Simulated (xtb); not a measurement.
xtb input (GFN2-xTB):

```bash
xtb mol.xyz --gfn 2 --ohess tight --chrg 1 --uhf 0
```
mol.xyz:
```
10

F      1.12565015    -0.40573555    -1.56154676
Si     1.35636245    -0.18825901    -0.01832129
O     -0.13410057     0.66682475     0.48565302
Si    -1.81077374     0.03946333     0.50421921
H      1.23937368    -1.50370271     0.74714067
H      2.39900314     0.74743949     0.31609453
H      0.01218859     1.57657976     0.64998153
H     -2.42693405     0.85729724    -0.55381240
H     -2.23806208     0.37773952     1.85810049
H     -1.58746918    -1.34513570     0.16504801
```

End of the output:

```
   ------------------------------------------------------------------------
    298.15    0.891643E-02    0.657205E-01    0.408103E-01    0.249102E-01
   ------------------------------------------------------------------------

         :::::::::::::::::::::::::::::::::::::::::::::::::::::
         ::                  THERMODYNAMIC                  ::
         :::::::::::::::::::::::::::::::::::::::::::::::::::::
         :: total free energy         -15.006585810991 Eh   ::
         ::.................................................::
         :: total energy              -15.031496009818 Eh   ::
         :: zero point energy           0.056804096879 Eh   ::
         :: G(RRHO) w/o ZPVE           -0.031893898052 Eh   ::
         :: G(RRHO) contrib.            0.024910198827 Eh   ::
         :::::::::::::::::::::::::::::::::::::::::::::::::::::

optimized geometry written to: xtbopt.xyz

           -------------------------------------------------
          | TOTAL ENERGY              -15.031496009818 Eh   |
          | TOTAL ENTHALPY            -14.965775485463 Eh   |
          | TOTAL FREE ENERGY         -15.006585810991 Eh   |
          | GRADIENT NORM               0.000390319977 Eh/α |
          | HOMO-LUMO GAP               5.230384549656 eV   |
           -------------------------------------------------

------------------------------------------------------------------------
------------------------------------------------------------------------
 total:
 SCF:
 ANC optimizer:
 analytical hessian:
```

It need not be the lowest isomer of its formula.
